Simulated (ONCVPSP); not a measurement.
What the settings do to the ONCV potential of cobalt

Base potential:

cobalt, optimised norm-conserving Vanderbilt (ONCV), made with ONCVPSP 4.0.1 (PBE, scalar-relativistic). Core [Ar], reference 3d7 4s2. Waves: 4s: rc 2.25 bohr, ncon 4, nbas 7, qcut 2.7 1/bohr, 2 projectors, debl 3.9 Ha; p scattering state at 0.02 Ha: rc 2.45 bohr, ncon 4, nbas 9, qcut 3 1/bohr, 2 projectors, debl 2.7 Ha; 3d: rc 0.90 bohr, ncon 4, nbas 7, qcut 17.4 1/bohr, 2 projectors, debl 2.8 Ha. Local part: polynomial inside 0.60 bohr (lpopt 5, dvloc0 0 Ha). Core correction: none.

In the p channel the program set the typed energies aside and used 0.050, 2.750 Ha.

All-electron outer shells of the reference configuration (PBE, scalar-relativistic, ld1.x):

```json
{"shell": "3p", "level (eV)": "-65.64", "outermost node (bohr)": "0.28", "outermost maximum (bohr)": "0.68"}
{"shell": "3d", "level (eV)": "-8.20", "outermost node (bohr)": "–", "outermost maximum (bohr)": "0.66"}
{"shell": "4s", "level (eV)": "-5.47", "outermost node (bohr)": "0.96", "outermost maximum (bohr)": "2.32"}
```

Cutoffs, loose and tight: the cutoffs (Ha) at which the residual kinetic energy of the hardest occupied pseudo-wave falls to 1 and 0.1 mHa per electron. They do not see the model core or the augmentation charge, which bear on the density cutoff. Test errors are all-electron minus pseudo excitation energies from the reference, over the configurations 3d7 4s1; 3d7 4s0; 3d6 4s0; 3d6 4s2 4p1. A dash means not determined; rows that change the core or the reference have their own tests.

A true bound ghost makes a file unfit for plane-wave use even where its test errors are small: the radial tests pick states by their node count and pass the ghost by.

| change | outcome | cutoff, loose | cutoff, tight | bound ghosts | GHOST(+) flags above zero | largest test error (meV) |
| --- | --- | --- | --- | --- | --- | --- |
| base | generated, projector energies reset by the program | 113 Ha | 129 Ha | s, p | s | -176 |
| all radii scaled by about 0.88 (s 1.98, p 2.16, d 0.80 bohr); local potential polynomial inside 0.52 bohr (lpopt 5, dvloc0 0 Ha) | generated, projector energies reset by the program | 125 Ha | 141 Ha | s, p | s | +197 |
| d: qcut 16.3 | generated, projector energies reset by the program | 106 Ha | 120 Ha | s, p | s | -176 |
| p: nproj 3 | generated, projector energies reset by the program | 113 Ha | 129 Ha | s | s, p | -176 |
